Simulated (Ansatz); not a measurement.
**Several solutions for quartet Ir**

A single Ir atom.

Basis set: def2-SVP (spherical functions, with the set's core potentials past Kr). Charge 0, multiplicity 4.

ROHF was run from several starts with Ansatz (development build ahead of 0.2.0).

```json
{"run": "A", "program": "Ansatz", "start": "atomic start, no search", "converged": "yes", "energy (hartree)": "-103.41689", "<S²>": "3.75"}
{"run": "B", "program": "Ansatz", "start": "stability test followed", "converged": "yes", "energy (hartree)": "-103.42706", "<S²>": "3.75"}
{"run": "C", "program": "Ansatz", "start": "search for the lowest state", "converged": "yes", "energy (hartree)": "-103.43185", "<S²>": "3.75"}
```

(1) Which runs reached the lowest solution of this kind, and what is wrong with the others?

## Answers

(1) C reached the lowest solution found. Converged but too high: A by 0.41 eV, B by 0.13 eV. Convergence only shows a stationary point, and even a stable one can lie too high; stability tests and further starts are what find lower ones.
